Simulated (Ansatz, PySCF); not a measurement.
This Ansatz (an electronic-structure program) input computes a B3LYP/def2-TZVPD energy:

Ansatz 0.2 input:
```yaml
crystal:
  periodic: [false, false, false]
  atoms:
    - {symbol: Si, position_ang: [-0.55689233, -0.00824704, 0.17837413]}
    - {symbol: Br, position_ang: [-0.01508499, -0.50062459, -1.84893605]}
    - {symbol: Br, position_ang: [1.10781068, 0.18851563, 1.54119918]}
    - {symbol: O, position_ang: [-1.25614091, 1.67691823, 0.11991830]}
    - {symbol: O, position_ang: [-1.91422143, -0.63696927, 0.75050582]}
    - {symbol: H, position_ang: [-0.72545747, 2.48279776, 0.23886607]}
    - {symbol: H, position_ang: [-2.17821221, -1.56047998, 0.67301248]}
    - {symbol: H, position_ang: [-2.18233778, 1.79736266, 0.39828084]}
basis:
  gaussian:
    orbitals: def2-TZVPD
hamiltonian:
  xc: {name: B3LYP}
total_charge: 1
output: {forces: true}
```

Problem. Write an input for the same energy in PySCF and say what it gives.

Solution. 
```python
from pyscf import gto, scf, dft

mol = gto.M(
    atom='''
    Si   -0.55689233   -0.00824704    0.17837413
    Br   -0.01508499   -0.50062459   -1.84893605
    Br    1.10781068    0.18851563    1.54119918
    O    -1.25614091    1.67691823    0.11991830
    O    -1.91422143   -0.63696927    0.75050582
    H    -0.72545747    2.48279776    0.23886607
    H    -2.17821221   -1.56047998    0.67301248
    H    -2.18233778    1.79736266    0.39828084
    ''',
    basis='def2-tzvpd',
    charge=1,
    spin=0,
    verbose=4,
)

mf = dft.RKS(mol, xc='b3lyp').density_fit(auxbasis='def2-universal-jkfit')
mf.grids.level = 3
mf.conv_tol = 1e-9
mf.max_cycle = 100
mf.max_memory = 1500
mf.kernel()
if not mf.converged:
    mf = mf.newton()
    mf.kernel(mf.make_rdm1())
mf.analyze()
```
It gives -5590.10705 Eh, and Ansatz -5590.10695 Eh, a difference of 0.10 mEh, from the treatment of integrals and grids.

It need not be the lowest isomer of its formula.
